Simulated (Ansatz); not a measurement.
Isolated molecules relaxed with PBE0-D4/def2-TZVP in Ansatz; ΔE leaves out vibrations. CCSD(T)/CBS adds triple-zeta CCSD(T) − MP2 to the extrapolated MP2 energy (def2 sets, frozen cores). This one scheme is used for every species. Functionals use def2-TZVPP. B3LYP here is the variant with VWN-RPA as its local correlation; programs differ in this. For Br outer-core shells are correlated without core-valence functions, which leaves a few kJ/mol of doubt a bond. Scalar relativity is left out up to krypton. One conformer a species, not always the lowest.

Reaction (ligand exchange at the Al–C bond): `O[CH2][Al]([SH])[Br]` + dimethylamine → `C[N](C)[Al]([SH])[Br]` + CH₃OH

```tsv
level	ΔE (kJ/mol)
PBE-D4	-102.3
PBE0-D4	-105.6
r2SCAN	-109.4
B3LYP	-103.1
CCSD/def2-TZVPP	-113.3
SCS-MP2/def2-QZVPP	-117.0
HF/CBS(def2)	-109.2
CCSD/CBS(def2)	-111.2
```

What does CCSD(T)/CBS give? (An estimate is asked.)

The calculation gave: -112.3 kJ/mol. The listed levels differ from it by 10.0, 6.7, 2.9, 9.2, -1.0, -4.7, 3.1, 1.1 kJ/mol.

Largest T1 diagnostic among the species: 0.010.

In def2-TZVPP, CCSD(T) changes the Hartree–Fock value by −5.4 kJ/mol (the triples alone add −1.1 kJ/mol) and MP2 by −11.1 kJ/mol. The D4 term adds −7.4 kJ/mol with B3LYP and −4.2 kJ/mol with PBE0; it sums over pairs of atoms, weighted by their polarisabilities, and B3LYP, whose exchange is more repulsive, gets the larger term.
